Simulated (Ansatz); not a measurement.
System: sum formula MnOClH (charge 0, sextet). The spin state was set by rule; other spins were not relaxed. 
Geometry from a B3LYP-D3(BJ)/def2-TZVP (Ansatz, a quantum-chemistry and plane-wave program) optimisation:
SMILES: [Mn]([Cl])[OH]
```xyz
4

Mn    -0.2006    -0.1684     0.3023
Cl     0.8822     0.7871    -1.3592
O     -1.0275    -1.0413     1.6631
H     -1.7612    -0.8411     2.2446
```
Charge 0, spin multiplicity 6.

Quantity: atomisation energy (electronic, to ground-state atoms), in kJ/mol. Valence correlation only, unless marked. Open shells are spin-unrestricted. No spin-orbit coupling. Frozen are the shells of the preceding noble gas and the d and f shells that filled before the atom's block. Non-relativistic. The coupled-cluster limit lacks core correlation, which all-electron functionals hold. Basis-set limits of correlation are two-point, X^-3; Hartree-Fock from the larger set. [CCSD(T)-MP2]/basis is that difference in the basis named.

```csv
level,program,atomisation energy (kJ/mol)
HF/def2-SVPD,Ansatz,847.0
HF/def2-TZVPP,Ansatz,823.8
```

Question: What does RI-MP2/CBS(def2-TZVPPD,def2-QZVPPD)+[CCSD(T)-MP2]/def2-TZVPPD (Ansatz) give?

Answer: 1225.9 kJ/mol, so HF/def2-TZVPP differs from it by -402.1 kJ/mol.
